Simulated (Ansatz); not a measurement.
Start from `F[SiH2]N[SiH3]` and change one atom or group to get `CO[SiH2]N[SiH2]F`.

Ansatz, PBE0-D4/def2-TZVP geometries, multiplicity 1. Each molecule was computed in one conformer, which needn't be the lowest.

```csv
property,`F[SiH2]N[SiH3]`
HOMO energy (PBE/def2-TZVPP) / eV,-6.76
HOMO–LUMO gap (B3LYP/def2-TZVPP) / eV,7.67
HOMO energy (ωB97M-V/def2-TZVPP) / eV,-10.44
LUMO energy (ωB97M-V/def2-TZVPP) / eV,1.59
HOMO energy (B3LYP/def2-TZVPP) / eV,-7.89
LUMO energy (B3LYP/def2-TZVPP) / eV,-0.22
```

What does the change do to each property? (An estimate is asked.)

Computed: 
```tsv
property	`CO[SiH2]N[SiH2]F`	shift
HOMO energy (PBE/def2-TZVPP) / eV	-6.69	0.07
HOMO–LUMO gap (B3LYP/def2-TZVPP) / eV	8.11	0.44
HOMO energy (ωB97M-V/def2-TZVPP) / eV	-10.55	-0.11
LUMO energy (ωB97M-V/def2-TZVPP) / eV	1.95	0.36
HOMO energy (B3LYP/def2-TZVPP) / eV	-7.97	-0.08
LUMO energy (B3LYP/def2-TZVPP) / eV	0.14	0.36
```

With PBE0 the HOMO falls by 0.06 eV and the LUMO rises by 0.37 eV, so the gap widens by about 0.43 eV. PBE moves the HOMO by 0.07 eV and ωB97M-V by -0.11 eV.

B3LYP here is the variant with VWN-RPA as its local correlation; programs differ in this.
